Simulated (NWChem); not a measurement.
System: C$_{2}$H$_{2}$F, doublet; SMILES [CH]=CF

The following NWChem deck was run.

```
start job
memory heap 200 mb stack 900 mb global 1100 mb
geometry units angstroms noautoz
  C      0.171229     1.262372     0.000000
  C     -0.431031     0.096612     0.000000
  F      0.215200    -1.075304     0.000000
  H      1.156898     1.718762     0.000000
  H     -1.520051    -0.027772     0.000000
end
basis spherical
  C library pcseg-2
  F library pcseg-2
  H library pcseg-2
end
dft
  odft
  mult 2
  xc xpbe96 cpbe96
  iterations 150
  mulliken
end
task dft energy
```

In the optimisation the excess spin sits in a' (Cs, its own frame). Structure relaxed at the PBE0/def2-SVP, spin-unrestricted level. No stability test was run on the SCF state.

Task: Give the results of this calculation. (PBE/pcseg-2, spin-unrestricted.) Quantities: basis functions; energy (Ha); highest occupied level (eV); lowest empty minus highest occupied level, either spin (eV); dipole (D); <S²>.

Result: 
* **number of basis functions**: 118
* **energy (Ha)**: -177.01
* **highest occupied level (eV)**: -6.51
* **lowest empty minus highest occupied level, either spin (eV)**: 2.49
* **dipole (D)**: 0.70
* **<S²>**: 0.758
